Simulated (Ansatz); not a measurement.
Si₂Cl₃OH₃⁺, that is (Cl)3Si-O-SiH3 with one electron fewer, relaxed as a doublet with UKS PBE-D4/def2-SVP in Ansatz, starting from the PBE-D4/def2-SVP geometry of the neutral singlet. Force threshold 0.02 eV/Å.

The gap within one spin of the relaxed charge 1 doublet nearly closes, so an electron or hole may be smeared out by delocalisation error.

Start:

```xyz
9

Si   -1.3945   -0.5226   -0.2491
Cl   -1.9059    0.4519   -1.9872
Cl   -3.0108   -0.5746    1.0093
Cl   -0.8159   -2.4442   -0.7114
O    -0.1733    0.2690    0.5039
Si    1.4758    0.6244    0.3791
H     1.7651    1.6976    1.3823
H     2.2767   -0.6082    0.6834
H     1.7827    1.1067   -1.0103
```

```csv
step,energy (eV),largest force component (eV/Å),SCF passes
1,-55371.1586,1.237,68
2,-55371.2402,0.364,36
3,-55371.2634,0.258,36
4,-55371.2844,0.466,40
5,-55371.3039,0.213,35
6,-55371.3143,0.192,35
7,-55371.3157,0.158,35
8,-55371.3199,0.092,30
9,-55371.3207,0.094,31
10,-55371.3220,0.046,32
11,-55371.3230,0.066,32
12,-55371.3245,0.100,29
13,-55371.3254,0.076,29
14,-55371.3269,0.042,30
15,-55371.3270,0.058,30
16,-55371.3278,0.028,31
17,-55371.3281,0.020,31
18,-55371.3285,0.014,29
19,-55371.3287,0.053,29
20,-55371.3289,0.038,33
21,-55371.3290,0.027,24
22,-55371.3292,0.014,29
23,-55371.3292,0.030,30
24,-55371.3294,0.012,29
```

Force components are those of the run's own axes.

End:

| atom | x (Å) | y (Å) | z (Å) |
| --- | --- | --- | --- |
| Si1 | -1.436 | -0.567 | -0.342 |
| Cl2 | -2.101 | 0.157 | -2.135 |
| Cl3 | -2.767 | -0.228 | 1.173 |
| Cl4 | -0.986 | -2.547 | -0.483 |
| O5 | -0.101 | 0.356 | 0.034 |
| Si6 | 1.550 | 0.590 | 0.374 |
| H7 | 1.558 | 1.370 | 1.677 |
| H8 | 2.277 | -0.710 | 0.390 |
| H9 | 2.006 | 1.579 | -0.688 |

By distances, no bond broke or formed. The bond that changes most is Si1–O5, from 1.64 to 1.67 Å (atoms count from 1).

The force fell under the threshold at step 18, but the optimiser went on. No frequencies were taken in this run, so the end may be a saddle point.

It took 56 s on 2 threads of AMD EPYC 7R13 on a shared host.
